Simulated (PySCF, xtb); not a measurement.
Ga(F)2(OSiH3) (F₂GaH₃OSi), SMILES [F][Ga]([O][SiH3])[F]. The values are those of a single conformer.

Harmonic wavenumbers (cm⁻¹) from GFN2-xTB (xtb) at its own minimum, in rising order: 46, 64, 88, 124, 163, 180, 395, 475, 495, 586, 603, 712, 761, 785, 829, 2218, 2230, 2256.

Problem. What does B3LYP-D3(BJ)/def2-SVP run with PySCF give at its own minimum? (An estimate is asked for; the answer gives what the named calculation found.)

Solution. 27, 61, 63, 184, 199, 203, 510, 707, 728, 734, 755, 956, 959, 994, 1028, 2224, 2225, 2250. Paired by order, the mean absolute difference is 106 cm⁻¹ and the zero-point energies are 18.6 and 21.2 kcal/mol.
